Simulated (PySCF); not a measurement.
How methods differ on the ionisation energy of Fe+

Fe+ [Ar] 3d6 4s1 (6D) → Fe(2+) [Ar] 3d6 (5D), as a difference of total energies. Calculation: PySCF 2.14, in def2-QZVPPD; the non-relativistic Hamiltonian (point nucleus). Correlated levels: valence: [Ar] frozen. The calculations carry no spin-orbit coupling.

Problem. Order these methods by the ionisation energy they give, lowest first.
A. SCS-MP2 (valence)
B. CCSD (valence)
C. MP2 (valence)
D. UHF

Solution. D (15.109 eV), A (15.449 eV), C (15.700 eV), B (15.720 eV).

These non-relativistic numbers lack the scalar-relativistic shift.

Errors of the correlated levels include the incompleteness of this basis and the frozen core.

For comparison: 16.199 eV (measured; NIST Atomic Spectra Database, ionization energies).
